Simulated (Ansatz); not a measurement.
Ansatz (a quantum-chemistry and plane-wave program) input (HF/3-21G): The .json file is the Basis Set Exchange's 3-21G.

Ansatz 0.2 input:
```yaml
crystal:
  periodic: [false, false, false]
  atoms:
    - {symbol: Sb, position_ang: [0.00265858, -0.00338930, 0.35597685]}
    - {symbol: F, position_ang: [-1.26180300, -0.91549972, -0.67179211]}
    - {symbol: F, position_ang: [-0.17495801, 1.55568162, -0.65638066]}
    - {symbol: F, position_ang: [1.42169571, -0.62097584, -0.68902938]}
basis:
  gaussian:
    orbitals: 3-21G.json
hamiltonian:
  xc: {name: HF}
phonons: {temperatures: {t_min: 298.15, t_max: 298.15, t_step: 100}}
```

Output:

```
Functional definition: HF
integrals: 0.01 GiB planned
731 factors; integrals over basis functions are off by at most 4.7e-5 eV
mean field: 0.22 GiB planned
mean field evaluation 1: about -179127.1161 eV, gradient 4.2e1 eV
mean field evaluation 2: about -179127.2325 eV, gradient 4.3e1 eV
mean field evaluation 4: about -179130.2332 eV, gradient 1.9e0 eV
mean field evaluation 8: about -179130.2696 eV, gradient 9.1e-2 eV
mean field -179130.26969858 eV, -6582.9159925651 hartree, gradient 3.1e-5 eV, S^2 0.000000; 0 other end points of the search recorded, 0 dependent functions left out
the calculation of the forces begins
reference -179130.26969858 eV, -6582.9159925651 hartree; 39, 39 occupied and 21, 21 virtual orbitals, 731 factors
these checks for a lower state are left out or cut short: stability, starts, cluster_reference, orbital_swaps, neighbouring_geometries, increment
integrals: 0.01 GiB planned
731 factors; integrals over basis functions are off by at most 4.7e-5 eV
mean field: 0.22 GiB planned
mean field evaluation 16: about -179130.2672 eV, gradient 1.4e0 eV
mean field -179130.26957965 eV, -6582.9159881944 hartree, gradient 5.2e-6 eV, S^2 0.000000; 0 other end points of the search recorded, 0 dependent functions left out
the calculation of the forces begins
reference -179130.26957965 eV, -6582.9159881944 hartree; 39, 39 occupied and 21, 21 virtual orbitals, 731 factors
these checks for a lower state are left out or cut short: stability, starts, cluster_reference, orbital_swaps, neighbouring_geometries, increment
integrals: 0.01 GiB planned
731 factors; integrals over basis functions are off by at most 4.7e-5 eV
mean field: 0.22 GiB planned
mean field evaluation 32: about -179130.2696 eV, gradient 5.2e-6 eV
mean field -179130.26957912 eV, -6582.9159881752 hartree, gradient 5.2e-6 eV, S^2 0.000000; 0 other end points of the search recorded, 0 dependent functions left out
the calculation of the forces begins
reference -179130.26957912 eV, -6582.9159881752 hartree; 39, 39 occupied and 21, 21 virtual orbitals, 731 factors
these checks for a lower state are left out or cut short: stability, starts, cluster_reference, orbital_swaps, neighbouring_geometries, increment
integrals: 0.01 GiB planned
731 factors; integrals over basis functions are off by at most 4.7e-5 eV
mean field: 0.22 GiB planned
mean field -179130.26957351 eV, -6582.9159879687 hartree, gradient 5.2e-6 eV, S^2 0.000000; 0 other end points of the search recorded, 0 dependent functions left out
the calculation of the forces begins
reference -179130.26957351 eV, -6582.9159879687 hartree; 39, 39 occupied and 21, 21 virtual orbitals, 731 factors
these checks for a lower state are left out or cut short: stability, starts, cluster_reference, orbital_swaps, neighbouring_geometries, increment
integrals: 0.01 GiB planned
731 factors; integrals over basis functions are off by at most 4.7e-5 eV
mean field: 0.22 GiB planned
mean field -179130.26957262 eV, -6582.9159879363 hartree, gradient 5.2e-6 eV, S^2 0.000000; 0 other end points of the search recorded, 0 dependent functions left out
the calculation of the forces begins
reference -179130.26957262 eV, -6582.9159879363 hartree; 39, 39 occupied and 21, 21 virtual orbitals, 731 factors
these checks for a lower state are left out or cut short: stability, starts, cluster_reference, orbital_swaps, neighbouring_geometries, increment
integrals: 0.01 GiB planned
731 factors; integrals over basis functions are off by at most 4.7e-5 eV
mean field: 0.22 GiB planned
mean field -179130.26961881 eV, -6582.9159896337 hartree, gradient 5.2e-6 eV, S^2 0.000000; 0 other end points of the search recorded, 0 dependent functions left out
the calculation of the forces begins
reference -179130.26961881 eV, -6582.9159896337 hartree; 39, 39 occupied and 21, 21 virtual orbitals, 731 factors
these checks for a lower state are left out or cut short: stability, starts, cluster_reference, orbital_swaps, neighbouring_geometries, increment
integrals: 0.01 GiB planned
731 factors; integrals over basis functions are off by at most 4.7e-5 eV
mean field: 0.22 GiB planned
mean field evaluation 64: about -179130.2673 eV, gradient 1.4e0 eV
mean field -179130.26961855 eV, -6582.9159896241 hartree, gradient 5.2e-6 eV, S^2 0.000000; 0 other end points of the search recorded, 0 dependent functions left out
the calculation of the forces begins
reference -179130.26961855 eV, -6582.9159896241 hartree; 39, 39 occupied and 21, 21 virtual orbitals, 731 factors
these checks for a lower state are left out or cut short: stability, starts, cluster_reference, orbital_swaps, neighbouring_geometries, increment
integrals: 0.01 GiB planned
731 factors; integrals over basis functions are off by at most 4.7e-5 eV
mean field: 0.22 GiB planned
mean field -179130.26967691 eV, -6582.9159917687 hartree, gradient 5.2e-6 eV, S^2 0.000000; 0 other end points of the search recorded, 0 dependent functions left out
the calculation of the forces begins
reference -179130.26967691 eV, -6582.9159917687 hartree; 39, 39 occupied and 21, 21 virtual orbitals, 731 factors
these checks for a lower state are left out or cut short: stability, starts, cluster_reference, orbital_swaps, neighbouring_geometries, increment
integrals: 0.01 GiB planned
731 factors; integrals over basis functions are off by at most 4.7e-5 eV
mean field: 0.22 GiB planned
mean field -179130.26967695 eV, -6582.9159917701 hartree, gradient 5.2e-6 eV, S^2 0.000000; 0 other end points of the search recorded, 0 dependent functions left out
the calculation of the forces begins
reference -179130.26967695 eV, -6582.9159917701 hartree; 39, 39 occupied and 21, 21 virtual orbitals, 731 factors
these checks for a lower state are left out or cut short: stability, starts, cluster_reference, orbital_swaps, neighbouring_geometries, increment
integrals: 0.01 GiB planned
731 factors; integrals over basis functions are off by at most 4.7e-5 eV
mean field: 0.22 GiB planned
mean field evaluation 96: about -179130.2697 eV, gradient 3.2e-4 eV
mean field -179130.26969204 eV, -6582.9159923248 hartree, gradient 5.2e-6 eV, S^2 0.000000; 0 other end points of the search recorded, 0 dependent functions left out
the calculation of the forces begins
reference -179130.26969204 eV, -6582.9159923248 hartree; 39, 39 occupied and 21, 21 virtual orbitals, 731 factors
these checks for a lower state are left out or cut short: stability, starts, cluster_reference, orbital_swaps, neighbouring_geometries, increment
integrals: 0.01 GiB planned
731 factors; integrals over basis functions are off by at most 4.7e-5 eV
mean field: 0.22 GiB planned
mean field -179130.26969194 eV, -6582.9159923210 hartree, gradient 5.2e-6 eV, S^2 0.000000; 0 other end points of the search recorded, 0 dependent functions left out
the calculation of the forces begins
reference -179130.26969194 eV, -6582.9159923210 hartree; 39, 39 occupied and 21, 21 virtual orbitals, 731 factors
these checks for a lower state are left out or cut short: stability, starts, cluster_reference, orbital_swaps, neighbouring_geometries, increment
integrals: 0.01 GiB planned
731 factors; integrals over basis functions are off by at most 4.7e-5 eV
mean field: 0.22 GiB planned
mean field -179130.26961858 eV, -6582.9159896250 hartree, gradient 5.2e-6 eV, S^2 0.000000; 0 other end points of the search recorded, 0 dependent functions left out
the calculation of the forces begins
reference -179130.26961858 eV, -6582.9159896250 hartree; 39, 39 occupied and 21, 21 virtual orbitals, 731 factors
these checks for a lower state are left out or cut short: stability, starts, cluster_reference, orbital_swaps, neighbouring_geometries, increment
integrals: 0.01 GiB planned
731 factors; integrals over basis functions are off by at most 4.7e-5 eV
mean field: 0.22 GiB planned
mean field -179130.26961883 eV, -6582.9159896344 hartree, gradient 5.2e-6 eV, S^2 0.000000; 0 other end points of the search recorded, 0 dependent functions left out
the calculation of the forces begins
reference -179130.26961883 eV, -6582.9159896344 hartree; 39, 39 occupied and 21, 21 virtual orbitals, 731 factors
these checks for a lower state are left out or cut short: stability, starts, cluster_reference, orbital_swaps, neighbouring_geometries, increment
integrals: 0.01 GiB planned
731 factors; integrals over basis functions are off by at most 4.7e-5 eV
mean field: 0.22 GiB planned
mean field evaluation 128: about -179130.2673 eV, gradient 1.4e0 eV
mean field -179130.26966177 eV, -6582.9159912122 hartree, gradient 5.2e-6 eV, S^2 0.000000; 0 other end points of the search recorded, 0 dependent functions left out
the calculation of the forces begins
reference -179130.26966177 eV, -6582.9159912122 hartree; 39, 39 occupied and 21, 21 virtual orbitals, 731 factors
these checks for a lower state are left out or cut short: stability, starts, cluster_reference, orbital_swaps, neighbouring_geometries, increment
integrals: 0.01 GiB planned
731 factors; integrals over basis functions are off by at most 4.7e-5 eV
mean field: 0.22 GiB planned
mean field -179130.26966193 eV, -6582.9159912182 hartree, gradient 5.2e-6 eV, S^2 0.000000; 0 other end points of the search recorded, 0 dependent functions left out
the calculation of the forces begins
reference -179130.26966193 eV, -6582.9159912182 hartree; 39, 39 occupied and 21, 21 virtual orbitals, 731 factors
Total energy: -179130.26969858 eV, -6582.9159925651 hartree
Atom 0 at     0.002659    -0.003389     0.355977 Å, force     0.000000    -0.000001     0.000057 eV/Å
Atom 1 at    -1.261803    -0.915500    -0.671792 Å, force     0.000123     0.000090    -0.000019 eV/Å
Atom 2 at    -0.174958     1.555682    -0.656381 Å, force     0.000016    -0.000151    -0.000021 eV/Å
Atom 3 at     1.421696    -0.620976    -0.689029 Å, force    -0.000139     0.000061    -0.000018 eV/Å
Dipole moment:     0.007065    -0.009007     0.945995 e Å
Vibrations: 232.70 232.70 294.23 761.87 761.87 775.61 cm⁻¹, zero-point energy 0.189633 eV
```

The blocks after the first are displaced geometries, from whose forces the wavenumbers follow.
